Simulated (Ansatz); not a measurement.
Geometry optimisation, RKS r2SCAN/def2-SVP (Ansatz).

Input:

```yaml
crystal:
  periodic: [false, false, false]
  atoms:
    - { symbol: Sn, position_ang: [-0.081034, -0.180099, 0.157123] }
    - { symbol: H, position_ang: [0.049236, 0.028767, 1.870172] }
    - { symbol: O, position_ang: [1.613599, -0.131069, -0.852301] }
    - { symbol: H, position_ang: [1.728043, -0.988986, -1.291117] }
    - { symbol: O, position_ang: [-1.342989, 1.208626, -0.464592] }
    - { symbol: H, position_ang: [-1.264578, 1.352285, -1.418936] }
    - { symbol: O, position_ang: [-0.736908, -1.984207, -0.358544] }
    - { symbol: H, position_ang: [-1.656841, -2.128376, -0.096859] }
    - { symbol: Cl, position_ang: [1.693119, 2.546296, 1.723896] }
    - { symbol: H, position_ang: [0.899853, 1.634863, 2.284458] }
basis:
  gaussian: { orbitals: def2-SVP }
hamiltonian:
  xc: r2scan
relax:
  f_tol: 0.03
  max_steps: 50
```

Command:

```bash
$ ansatz run input.yaml --threads 4 --pin off --max-ram 5120MiB --backend cpu --events-out ev --progress --plain --runs-dir out
```

Question: Where does it end, and by what steps?

Answer: The forces met the threshold. The force dipped under the threshold on the way, but the program's further checks kept it going. After 32 steps the energy has fallen by 0.474 eV; H10 moved furthest, 1.52 Å.

| step | energy less start (eV) | largest force component (eV/Å) | accepted |
| --- | --- | --- | --- |
| 0 | 0.0000 | 0.875 | yes |
| 2 | -0.0318 | 1.049 | no |
| 4 | -0.0683 | 0.463 | yes |
| 6 | -0.1015 | 0.109 | yes |
| 8 | -0.1194 | 0.154 | yes |
| 10 | -0.1289 | 0.145 | yes |
| 12 | -0.1444 | 0.177 | yes |
| 14 | -0.1375 | 0.951 | no |
| 16 | -0.1708 | 0.084 | yes |
| 18 | -0.1861 | 0.209 | yes |
| 20 | -0.2144 | 1.024 | yes |
| 22 | -0.3154 | 0.541 | yes |
| 24 | -0.4289 | 0.442 | yes |
| 26 | -0.4689 | 0.224 | yes |
| 28 | -0.4731 | 0.025 | yes |
| 30 | -0.4737 | 0.062 | yes |
| 32 | -0.4739 | 0.005 | yes |

```xyz
10
Properties=species:S:1:pos:R:3
Sn 0.128 -0.421 0.392
H 0.225 -0.768 2.047
O 1.774 -0.389 -0.687
H 1.655 -0.993 -1.437
O -0.824 1.356 0.195
H -0.954 1.600 -0.735
O -0.941 -1.686 -0.700
H -1.807 -1.886 -0.318
Cl 1.371 2.347 1.784
H 0.275 2.198 1.013
```

Whether the end is a true minimum wasn't checked by a vibrational analysis.

The run took 73 s on 4 threads of Arm Neoverse V2, with other jobs on the host, peak memory 0.19 GiB.
